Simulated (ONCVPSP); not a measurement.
## What the settings do to the ONCV potential of Fe (Z = 26)

Base potential:

```
Element                 : Fe (Z = 26)
Generator               : ONCVPSP 4.0.1
Type                    : optimised norm-conserving Vanderbilt (ONCV)
Functional              : PBEsol
Relativity              : scalar-relativistic
Frozen core             : [Ne]
Valence charge          : 16
Reference configuration : 3s2 3p6 3d6 4s2
Partial waves           : 3s+4s: rc 1.45 bohr, ncon 4, nbas 7, qcut 7.6 1/bohr, 2 projectors; 3p: rc 1.35 bohr, ncon 4, nbas 7, qcut 8.6 1/bohr, 1 projector; 3d: rc 1.35 bohr, ncon 4, nbas 9, qcut 12.5 1/bohr, 2 projectors, debl 3.4 Ha
Local potential         : polynomial inside 1.25 bohr (lpopt 5, dvloc0 4 Ha)
Core correction         : Teter function, fcfact 5.5, rcfact 1.75
```

All-electron outer shells of the reference configuration (PBEsol, scalar-relativistic, ld1.x):

```json
{"shell": "2p", "level (eV)": "-697.99", "outermost node (bohr)": "–", "outermost maximum (bohr)": "0.18"}
{"shell": "3s", "level (eV)": "-93.77", "outermost node (bohr)": "0.33", "outermost maximum (bohr)": "0.70"}
{"shell": "3p", "level (eV)": "-59.92", "outermost node (bohr)": "0.30", "outermost maximum (bohr)": "0.72"}
{"shell": "3d", "level (eV)": "-7.53", "outermost node (bohr)": "–", "outermost maximum (bohr)": "0.71"}
{"shell": "4s", "level (eV)": "-5.31", "outermost node (bohr)": "1.00", "outermost maximum (bohr)": "2.41"}
```

Cutoffs, loose and tight: the cutoffs (Ha) at which the residual kinetic energy of the hardest occupied pseudo-wave falls to 1 and 0.1 mHa per electron. They do not see the model core or the augmentation charge, which bear on the density cutoff. Test errors are all-electron minus pseudo excitation energies from the reference, over the configurations 3s2 3p6 3d6 4s1; 3s2 3p6 3d6 4s0; 3s2 3p6 3d5 4s0; 3s2 3p6 3d6 4s0 4p1. A dash means not determined; rows that change the core or the reference have their own tests.

| change | outcome | cutoff, loose | cutoff, tight | bound ghosts | GHOST(+) flags above zero | largest test error (meV) |
| --- | --- | --- | --- | --- | --- | --- |
| base | generated | 57 Ha | 64 Ha | none | none | -90 |
| core correction none | generated | 57 Ha | 64 Ha | none | none | -89 |
| p: qcut 5.6 | generated | 77 Ha | 89 Ha | none | none | -144 |
| local potential polynomial inside 1.20 bohr (lpopt 5, dvloc0 4 Ha) | generated | 57 Ha | 64 Ha | none | none | -64 |
